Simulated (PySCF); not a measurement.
Ni⁴⁺: ionisation energy

Ni⁴⁺ [Ar] 3d6 [3d3/2^4 3d5/2^2, M_J = 4] → Ni⁵⁺ [Ar] 3d5 [3d3/2^4 3d5/2^1, M_J = 5/2], as a difference of total energies. Computed with PySCF 2.14 in an even-tempered Gaussian basis (19 s from 0.14 bohr⁻², ratio 2.8; 13 p from 0.18 bohr⁻², ratio 2.8; 9 d from 0.18 bohr⁻², ratio 2.8; 4 f from 1.4 bohr⁻², ratio 3), with the two-component X2C-1e Hamiltonian. Correlated levels: [Ne] frozen; the 78 highest virtual spinors dropped. "Screened" scales the spin-orbit matrix elements by Boettger's factors to mimic the two-electron term; Breit and QED terms are absent.

```
                    method  ionisation energy (eV)
 GHF (screened spin-orbit)                  73.986
GMP2 (screened spin-orbit)                  75.710
```

Q: How much does correlation contribute at GMP2 (screened spin-orbit)?

A: 75.710 − (73.986) = 1.724 eV, measured against GHF (screened spin-orbit).

The labels give the starting determinants; with spin-orbit coupling the two ends relaxed to ⟨J²⟩ = 20.00, ⟨L²⟩ = 6.02, ⟨S²⟩ = 5.99 and ⟨J²⟩ = 8.75, ⟨L²⟩ = 0.00, ⟨S²⟩ = 8.75.

For comparison: 76.06 ± 0.06 eV (semi-empirical (NIST evaluation); NIST Atomic Spectra Database, ionization energies).
